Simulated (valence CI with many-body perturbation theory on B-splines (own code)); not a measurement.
E1 transitions of Tb³³⁺

Computed by relativistic CI+MBPT: four valence electrons over a frozen Dirac-Fock core [Ar] 3d10, a basis of 11 s, 11 p, 9 d, 7 f, 5 g, 2 h, 1 i functions for each j, with the one-electron correlation potential Σ1, the two-electron term Σ2, the three-electron term Σ3, Breit, model QED; selected CI, second order for the rest (own B-spline code, finite nucleus).

No measured spectrum was set against this ion. As an estimate, large intervals hold to a few tenths of a per cent, small ones and those within an open d or f shell to about a per cent.

Lines 201 to 235 of 235 in falling wavelength, among levels below 330.22 eV, chosen from the strongest by gf and those to the six lowest levels. Wavelengths and rates use the calculated energies. Electric multipoles are in the length gauge, E1 and E2 with the static RPA response of the core. Weak lines are less certain than strong ones. Lines between different terms over intervals too small for the method are left out, as are lines whose strength nearly cancels. Where a level lies close to another of its J and parity, the split of strength between their lines is uncertain. The highest levels of a list are the least certain.

Levels are named by their leading jj configuration (3d3/2^4 stands for four electrons in 3d with j = 3/2), which in mixed levels can hold well under half, so a name can repeat and another be missing. Letters in brackets count levels of one name in rising energy.

```
λ vac (Å)                           Upper                   Lower   A (s⁻¹)  S (a.u.) with core polarisation  S without
    69.22  (4s 4p1/2 4p3/2 4d3/2) J=1 [b]  (4s 4p1/2^2 4p3/2) J=2  5.79e+11                         2.85e-01   3.04e-01
    69.02      (4s 4p1/2 4p3/2^2) J=1 [b]      (4s^2 4p1/2^2) J=0  1.96e+11                         9.56e-02   1.02e-01
    68.63          (4s^2 4p3/2 4d3/2) J=0  (4s^2 4p1/2 4p3/2) J=1  5.64e+11                         8.99e-02   9.60e-02
    68.61  (4s 4p1/2 4p3/2 4d3/2) J=1 [c]  (4s 4p1/2^2 4p3/2) J=2  1.92e+10                         9.20e-03   9.82e-03
    68.57  (4s 4p1/2 4p3/2 4d3/2) J=0 [b]  (4s 4p1/2^2 4p3/2) J=1  4.19e+11                         6.67e-02   7.12e-02
    67.88  (4s 4p1/2 4p3/2 4d5/2) J=2 [b]  (4s 4p1/2^2 4p3/2) J=2  9.90e+09                         7.64e-03   8.18e-03
    67.78  (4s 4p1/2 4p3/2 4d5/2) J=3 [a]  (4s 4p1/2^2 4p3/2) J=2  7.89e+10                         8.48e-02   9.05e-02
    66.90          (4s^2 4p1/2 4d3/2) J=1      (4s^2 4p1/2^2) J=0  3.50e+11                         1.55e-01   1.66e-01
    66.59                (4s 4p3/2^3) J=1  (4s^2 4p1/2 4p3/2) J=2  3.23e+10                         1.41e-02   1.51e-02
    65.96  (4s 4p1/2 4p3/2 4d3/2) J=1 [d]  (4s 4p1/2^2 4p3/2) J=2  4.56e+09                         1.94e-03   2.07e-03
    65.75      (4s 4p1/2 4p3/2 4d5/2) J=0  (4s 4p1/2^2 4p3/2) J=1  1.44e+11                         2.02e-02   2.16e-02
    65.61  (4s 4p1/2 4p3/2 4d5/2) J=3 [b]  (4s 4p1/2^2 4p3/2) J=2  6.30e+10                         6.15e-02   6.55e-02
    65.50          (4s^2 4p3/2 4d5/2) J=2  (4s^2 4p1/2 4p3/2) J=2  6.14e+09                         4.26e-03   4.54e-03
    65.37                (4s 4p3/2^3) J=1  (4s^2 4p1/2 4p3/2) J=1  6.06e+10                         2.51e-02   2.67e-02
    65.34  (4s 4p1/2 4p3/2 4d3/2) J=2 [d]  (4s 4p1/2^2 4p3/2) J=2  4.15e+08                         2.86e-04   3.08e-04
    65.03  (4s 4p1/2 4p3/2 4d5/2) J=3 [c]  (4s 4p1/2^2 4p3/2) J=2  1.03e+11                         9.75e-02   1.04e-01
    64.85  (4s 4p1/2 4p3/2 4d5/2) J=2 [e]  (4s 4p1/2^2 4p3/2) J=1  9.36e+10                         6.30e-02   6.73e-02
    64.38  (4s 4p1/2 4p3/2 4d5/2) J=1 [c]  (4s 4p1/2^2 4p3/2) J=1  1.32e+11                         5.20e-02   5.56e-02
    64.32          (4s^2 4p3/2 4d5/2) J=2  (4s^2 4p1/2 4p3/2) J=1  1.35e+10                         8.87e-03   9.46e-03
    64.12          (4s^2 4p3/2 4d5/2) J=3  (4s^2 4p1/2 4p3/2) J=2  4.45e+10                         4.05e-02   4.32e-02
    63.72  (4s 4p1/2 4p3/2 4d5/2) J=1 [a]  (4s 4p1/2^2 4p3/2) J=2  3.64e+09                         1.39e-03   1.49e-03
    62.70  (4s 4p1/2 4p3/2 4d5/2) J=3 [d]  (4s 4p1/2^2 4p3/2) J=2  7.47e+09                         6.36e-03   6.78e-03
    62.49          (4s^2 4p3/2 4d5/2) J=1  (4s^2 4p1/2 4p3/2) J=2  1.65e+08                         5.95e-05   6.34e-05
    62.10  (4s 4p1/2 4p3/2 4d5/2) J=1 [b]  (4s 4p1/2^2 4p3/2) J=2  1.31e+08                         4.65e-05   4.93e-05
    62.06  (4s 4p1/2 4p3/2 4d5/2) J=2 [c]  (4s 4p1/2^2 4p3/2) J=2  1.32e+08                         7.79e-05   8.33e-05
    61.86          (4s^2 4p1/2 4f5/2) J=2  (4s 4p1/2^2 4p3/2) J=1  3.59e+10                         2.10e-02   2.24e-02
    61.76  (4s 4p1/2 4p3/2 4d5/2) J=2 [d]  (4s 4p1/2^2 4p3/2) J=2  2.33e+09                         1.35e-03   1.44e-03
    61.41          (4s^2 4p3/2 4d5/2) J=1  (4s^2 4p1/2 4p3/2) J=1  1.50e+10                         5.15e-03   5.50e-03
    61.01  (4s 4p1/2 4p3/2 4d5/2) J=2 [e]  (4s 4p1/2^2 4p3/2) J=2  2.40e+10                         1.34e-02   1.44e-02
    60.59  (4s 4p1/2 4p3/2 4d5/2) J=1 [c]  (4s 4p1/2^2 4p3/2) J=2  1.02e+10                         3.35e-03   3.57e-03
    59.75          (4s^2 4p1/2 4f5/2) J=3  (4s 4p1/2^2 4p3/2) J=2  2.40e+08                         1.77e-04   1.88e-04
    58.35          (4s^2 4p1/2 4f5/2) J=2  (4s 4p1/2^2 4p3/2) J=2  4.55e+09                         2.23e-03   2.39e-03
    56.01          (4s^2 4p3/2 4d3/2) J=1      (4s^2 4p1/2^2) J=0  1.60e+07                         4.17e-06   4.33e-06
    53.10                (4s 4p3/2^3) J=1      (4s^2 4p1/2^2) J=0  2.77e+08                         6.15e-05   6.58e-05
    50.46          (4s^2 4p3/2 4d5/2) J=1      (4s^2 4p1/2^2) J=0  1.82e+09                         3.47e-04   3.71e-04
```
